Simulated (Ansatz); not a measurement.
Isolated molecules relaxed with PBE0-D4/def2-TZVP in Ansatz; ΔE leaves out vibrations. CBS: MP2 limit from def2 TZ/QZ plus the TZ coupled-cluster correction, frozen cores. This one scheme is used for every species. Functionals use def2-TZVPP. B3LYP here is the variant with VWN-RPA as its local correlation; programs differ in this. Each species was taken in one conformer, which may not be the lowest.

Consider the formal exchange of groups at a C–C bond: `CCCC(=O)OCC` + `CCCl` → `CCOC(=O)CCCCl` + `CC`.

| level | ΔE (kcal/mol) | difference from CCSD(T)/CBS |
| --- | --- | --- |
| PBE-D4 | -0.8 | -0.1 |
| B3LYP-D4 | -0.9 | -0.2 |
| ωB97M-V | -0.9 | -0.2 |
| B2PLYP | -0.6 | 0.1 |
| PBE | -0.4 | 0.3 |
| r2SCAN | -0.6 | 0.1 |
| PBE0 | -0.5 | 0.2 |
| HF/def2-TZVPP | -0.1 | 0.6 |
| MP2/def2-TZVPP | -1.0 | -0.3 |
| CCSD(T)/def2-TZVPP | -0.9 | -0.2 |
| HF/def2-QZVPP | 0.0 | 0.7 |
| MP2/def2-QZVPP | -0.9 | -0.2 |
| SCS-MP2/def2-QZVPP | -0.6 | 0.1 |
| HF/CBS(def2) | 0.0 | 0.7 |
| MP2/CBS(def2) | -0.8 | -0.1 |
| CCSD/CBS(def2) | -0.6 | 0.1 |
| CCSD(T)/CBS | -0.7 | 0 |

Largest T1 diagnostic among the species: 0.013.

In def2-TZVPP, CCSD(T) changes the Hartree–Fock value by −0.8 kcal/mol (the triples alone add −0.2 kcal/mol) and MP2 by −0.9 kcal/mol.

CCSD(T)/CBS has its own doubt, a few kJ/mol and more with outer-core shells, so smaller differences from it don't rank the levels.
